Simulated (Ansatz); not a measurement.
Ansatz (a first-principles code) input (MP2/6-31G* with LANL2DZ past Ar): The .json file joins the Basis Set Exchange's 6-31G* for atoms up to Ar and LANL2DZ past it.

Ansatz 0.2 input:
```yaml
crystal:
  periodic: [false, false, false]
  atoms:
    - {symbol: Zr, position_ang: [0.45549100, 0.30104400, -0.20347000]}
    - {symbol: O, position_ang: [-0.63069300, 1.35966100, -1.04649100]}
    - {symbol: Cl, position_ang: [-0.77494600, -1.34817800, 0.97121800]}
basis:
  gaussian:
    orbitals: 6-31Gs+LANL2DZ.json
magnetization: {spin_polarized: true, initial_magnetization: 1}
correlation: {method: mp2, electrons: outside_noble_gas}
relax: {f_tol: 0.003, max_steps: 120}
```

Output:

```
Functional definition: HF
these checks for a lower state are left out or cut short: cluster_reference
integrals: 0.02 GiB planned
648 factors; integrals over basis functions are off by at most 2.8e-4 eV
mean field: 0.18 GiB planned
mean field evaluation 1: about -15786.1340 eV, gradient 4.2e1 eV
mean field evaluation 2: about -15786.1833 eV, gradient 4.2e1 eV
mean field evaluation 4: about -15794.9265 eV, gradient 2.9e0 eV
mean field evaluation 8: about -15795.1129 eV, gradient 5.9e-1 eV
mean field evaluation 16: about -15795.2411 eV, gradient 8.6e-2 eV
mean field evaluation 32: about -15795.2412 eV, gradient 7.2e-5 eV
mean field evaluation 64: about -15795.0788 eV, gradient 2.0e0 eV
mean field evaluation 96: about -15789.9966 eV, gradient 1.5e1 eV
mean field evaluation 128: about -15791.4190 eV, gradient 4.0e0 eV
mean field evaluation 160: about -15795.1357 eV, gradient 5.1e-1 eV
mean field evaluation 192: about -15795.2412 eV, gradient 1.8e-5 eV
mean field -15795.24121894 eV, -580.4644083970 hartree, gradient 8.4e-6 eV, S^2 0.768071; 11 other end points of the search recorded, 0 dependent functions left out
10 core orbitals not correlated
reference -15795.24121894 eV, -580.4644083970 hartree; 9, 8 occupied and 37, 38 virtual orbitals, 648 factors
densities: 0.12 GiB planned
second order -11.07439255 eV of doubles, -0.00000000 eV of singles
the calculation of the forces begins
relax step   1: F+E_penalty+E_count = -15806.31561149 eV  Δ(F+E_penalty+E_count) = +0.000e0 eV  max|allowed force component| = 1.581e0 eV/Å  Δτ_max = 0.0000 Å  (552 SCF iters, accepted)
these checks for a lower state are left out or cut short: starts, cluster_reference, orbital_swaps, neighbouring_geometries, increment
integrals: 0.02 GiB planned
648 factors; integrals over basis functions are off by at most 2.7e-4 eV
mean field: 0.18 GiB planned
mean field -15795.13745351 eV, -580.4605950876 hartree, gradient 2.1e-6 eV, S^2 0.781420; 0 other end points of the search recorded, 0 dependent functions left out
10 core orbitals not correlated
reference -15795.13745351 eV, -580.4605950876 hartree; 9, 8 occupied and 37, 38 virtual orbitals, 648 factors
densities: 0.12 GiB planned
second order -11.19648244 eV of doubles, -0.00000000 eV of singles
the calculation of the forces begins
relax step   2: F+E_penalty+E_count = -15806.33393594 eV  Δ(F+E_penalty+E_count) = -1.832e-2 eV  max|allowed force component| = 7.942e-1 eV/Å  Δτ_max = 0.0880 Å  (84 SCF iters, accepted)
these checks for a lower state are left out or cut short: starts, cluster_reference, orbital_swaps, neighbouring_geometries, increment
integrals: 0.02 GiB planned
648 factors; integrals over basis functions are off by at most 2.7e-4 eV
mean field: 0.18 GiB planned
mean field -15795.22075842 eV, -580.4636564867 hartree, gradient 4.2e-6 eV, S^2 0.775598; 0 other end points of the search recorded, 0 dependent functions left out
10 core orbitals not correlated
reference -15795.22075842 eV, -580.4636564867 hartree; 9, 8 occupied and 37, 38 virtual orbitals, 648 factors
densities: 0.12 GiB planned
second order -11.13735921 eV of doubles, -0.00000000 eV of singles
the calculation of the forces begins
relax step   3: F+E_penalty+E_count = -15806.35811763 eV  Δ(F+E_penalty+E_count) = -2.418e-2 eV  max|allowed force component| = 1.293e-1 eV/Å  Δτ_max = 0.0585 Å  (82 SCF iters, accepted)
these checks for a lower state are left out or cut short: starts, cluster_reference, orbital_swaps, neighbouring_geometries, increment
integrals: 0.02 GiB planned
648 factors; integrals over basis functions are off by at most 2.7e-4 eV
mean field: 0.18 GiB planned
mean field evaluation 224: about -15795.1345 eV, gradient 3.4e-1 eV
mean field -15795.22090337 eV, -580.4636618136 hartree, gradient 2.1e-6 eV, S^2 0.776004; 0 other end points of the search recorded, 0 dependent functions left out
10 core orbitals not correlated
reference -15795.22090337 eV, -580.4636618136 hartree; 9, 8 occupied and 37, 38 virtual orbitals, 648 factors
densities: 0.12 GiB planned
second order -11.13759703 eV of doubles, -0.00000000 eV of singles
the calculation of the forces begins
relax step   4: F+E_penalty+E_count = -15806.35850039 eV  Δ(F+E_penalty+E_count) = -3.828e-4 eV  max|allowed force component| = 8.025e-2 eV/Å  Δτ_max = 0.0037 Å  (75 SCF iters, accepted)
these checks for a lower state are left out or cut short: starts, cluster_reference, orbital_swaps, neighbouring_geometries, increment
integrals: 0.02 GiB planned
648 factors; integrals over basis functions are off by at most 2.7e-4 eV
mean field: 0.18 GiB planned
mean field -15795.22199806 eV, -580.4637020425 hartree, gradient 2.1e-6 eV, S^2 0.776633; 0 other end points of the search recorded, 0 dependent functions left out
10 core orbitals not correlated
reference -15795.22199806 eV, -580.4637020425 hartree; 9, 8 occupied and 37, 38 virtual orbitals, 648 factors
densities: 0.12 GiB planned
second order -11.13675780 eV of doubles, -0.00000000 eV of singles
the calculation of the forces begins
relax step   5: F+E_penalty+E_count = -15806.35875586 eV  Δ(F+E_penalty+E_count) = -2.555e-4 eV  max|allowed force component| = 5.055e-3 eV/Å  Δτ_max = 0.0069 Å  (74 SCF iters, accepted)
these checks for a lower state are left out or cut short: starts, cluster_reference, orbital_swaps, neighbouring_geometries, increment
integrals: 0.02 GiB planned
648 factors; integrals over basis functions are off by at most 2.7e-4 eV
mean field: 0.18 GiB planned
mean field -15795.22211084 eV, -580.4637061873 hartree, gradient 2.7e-6 eV, S^2 0.776626; 0 other end points of the search recorded, 0 dependent functions left out
10 core orbitals not correlated
reference -15795.22211084 eV, -580.4637061873 hartree; 9, 8 occupied and 37, 38 virtual orbitals, 648 factors
densities: 0.12 GiB planned
second order -11.13664632 eV of doubles, -0.00000000 eV of singles
the calculation of the forces begins
relax step   6: F+E_penalty+E_count = -15806.35875716 eV  Δ(F+E_penalty+E_count) = -1.300e-6 eV  max|allowed force component| = 6.795e-5 eV/Å  Δτ_max = 0.0003 Å  (59 SCF iters, accepted)
these checks for a lower state are left out or cut short: cluster_reference
integrals: 0.02 GiB planned
648 factors; integrals over basis functions are off by at most 2.7e-4 eV
mean field: 0.18 GiB planned
mean field evaluation 256: about -15795.2221 eV, gradient 2.7e-6 eV
mean field evaluation 288: about -15795.2221 eV, gradient 2.7e-2 eV
mean field evaluation 320: about -15795.1741 eV, gradient 4.7e-1 eV
mean field evaluation 352: about -15790.0904 eV, gradient 1.5e1 eV
mean field evaluation 384: about -15792.5701 eV, gradient 4.1e0 eV
mean field evaluation 416: about -15795.1650 eV, gradient 4.0e-1 eV
mean field evaluation 448: about -15795.2221 eV, gradient 6.4e-6 eV
mean field -15795.22211084 eV, -580.4637061873 hartree, gradient 2.7e-6 eV, S^2 0.776626; 12 other end points of the search recorded, 0 dependent functions left out
10 core orbitals not correlated
reference -15795.22211084 eV, -580.4637061873 hartree; 9, 8 occupied and 37, 38 virtual orbitals, 648 factors
densities: 0.12 GiB planned
second order -11.13664632 eV of doubles, -0.00000000 eV of singles
the calculation of the forces begins
Total energy: -15806.35875716 eV, -580.8729703908 hartree
Atom 0 at     0.484540     0.303354    -0.203819 Å, force    -0.000042     0.000068    -0.000053 eV/Å
Atom 1 at    -0.644000     1.368253    -1.053546 Å, force     0.000056    -0.000039     0.000031 eV/Å
Atom 2 at    -0.790688    -1.359080     0.978622 Å, force    -0.000014    -0.000029     0.000021 eV/Å
Dipole moment:     1.204415     0.283868    -0.155097 e Å
Checks for a lower state left out: cluster_reference
```

The geometry given is a B3LYP-D3(BJ)/def2-TZVP minimum.
